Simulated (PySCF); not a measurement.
Job file and geometry (Å, from GFN2-xTB) of an NMR shielding run on `C/C=C\BCSC`, C$_{5}$H$_{11}$BS, GIAO PBE0/pcSseg-1 NMR shielding, non-relativistic, gas phase in PySCF 2.14.0, density-fitted response routines; density fitting, a coarse starting grid and PySCF grid level 2 are the driver's defaults:

```
$ OMP_NUM_THREADS=1 python probes_run.py task.json out

{"job": {"kind": "nmr", "xc": "PBE0", "basis": "pcSseg-1"}, "charge": 0, "multiplicity": 1}
C     -2.097961     1.389265    -0.975175
C     -1.639394     0.717757     0.277004
C     -0.822742    -0.333525     0.341583
B     -0.190237    -1.127525    -0.858930
C      1.114877    -1.969453    -0.653894
S      1.655002    -0.396184    -1.432224
C      2.192674     0.545002     0.033699
H     -1.670417     2.390635    -1.048215
H     -1.810267     0.818139    -1.852379
H     -3.181545     1.499573    -0.958926
H     -2.017366     1.175309     1.188090
H     -0.588846    -0.689532     1.342862
H     -0.801146    -1.329829    -1.842071
H      1.351251    -2.794453    -1.316776
H      1.614307    -2.089775     0.299938
H      3.080693     0.081852     0.456837
H      1.383362     0.565370     0.756020
H      2.418994     1.553691    -0.298620
```

**Question.** What does the program print?

**Answer.** 
```
coarse grid: 14960 points
cycle   1  E = -619.5958765192  dE =  6.822e-01  |g| = 4.666e-01  |ddm| = 3.735e+00
cycle   2  E = -619.5692573733  dE =  2.662e-02  |g| = 5.624e-01  |ddm| = 1.151e+00
cycle   3  E = -619.6579715892  dE = -8.871e-02  |g| = 8.752e-02  |ddm| = 7.239e-01
cycle   4  E = -619.6596505488  dE = -1.679e-03  |g| = 3.924e-02  |ddm| = 1.136e-01
cycle   5  E = -619.6600277261  dE = -3.772e-04  |g| = 9.909e-03  |ddm| = 3.989e-02
cycle   6  E = -619.6600523718  dE = -2.465e-05  |g| = 2.897e-03  |ddm| = 1.379e-02
cycle   7  E = -619.6600543916  dE = -2.020e-06  |g| = 6.035e-04  |ddm| = 3.248e-03
final grid: 138088 points
cycle   8  E = -619.7031561326  dE = -4.054e-05  |g| = 9.937e-03  |ddm| = 3.400e-02
cycle   9  E = -619.7031427001  dE =  1.343e-05  |g| = 1.222e-02  |ddm| = 2.008e-02
cycle  10  E = -619.7031817779  dE = -3.908e-05  |g| = 9.318e-04  |ddm| = 1.239e-02
cycle  11  E = -619.7031820189  dE = -2.410e-07  |g| = 2.613e-04  |ddm| = 1.384e-03
cycle  12  E = -619.7031820339  dE = -1.494e-08  |g| = 9.829e-05  |ddm| = 3.210e-04
cycle  13  E = -619.7031820361  dE = -2.245e-09  |g| = 4.156e-05  |ddm| = 1.226e-04
cycle  14  E = -619.7031820365  dE = -4.213e-10  |g| = 7.609e-06  |ddm| = 4.438e-05
converged SCF energy = -619.7031820365

GIAO shielding tensors (ppm)
atom      isotropic    diamagn.    paramagn.     s11        s22        s33       span
  0 C      165.019     248.890     -83.871    148.680    163.299    183.078     34.397
  1 C       30.589     254.755    -224.167    -98.313     34.731    155.348    253.661
  2 C       49.439     256.334    -206.895    -66.458     54.829    159.946    226.405
  3 B      111.313     189.677     -78.364     83.457    114.492    135.989     52.532
  4 C      154.073     258.986    -104.914    122.184    156.705    183.329     61.144
  5 S      724.920    1057.341    -332.421    472.744    607.213   1094.804    622.060
  6 C      165.237     252.678     -87.441    144.311    159.050    192.350     48.039
  7 H       29.936      29.594       0.342     26.337     27.991     35.480      9.143
  8 H       28.934      30.812      -1.878     24.766     30.255     31.779      7.013
  9 H       29.855      27.341       2.514     26.067     27.228     36.270     10.204
 10 H       24.803      31.668      -6.866     22.649     23.742     28.017      5.368
 11 H       26.039      33.170      -7.130     22.975     25.523     29.619      6.644
 12 H       28.491      30.142      -1.651     25.149     27.719     32.605      7.456
 13 H       29.470      30.853      -1.383     24.236     25.579     38.595     14.359
 14 H       30.412      33.422      -3.010     25.399     28.377     37.462     12.063
 15 H       30.037      29.846       0.191     24.436     27.320     38.354     13.918
 16 H       29.575      32.743      -3.168     22.586     30.986     35.155     12.569
 17 H       30.266      30.605      -0.339     25.278     26.379     39.143     13.865
```

Size and cost of the density-fitted run: 181 basis functions, 52 s wall time on 1 thread of an Arm Neoverse N1, shared host; peak memory 0.83 GiB.
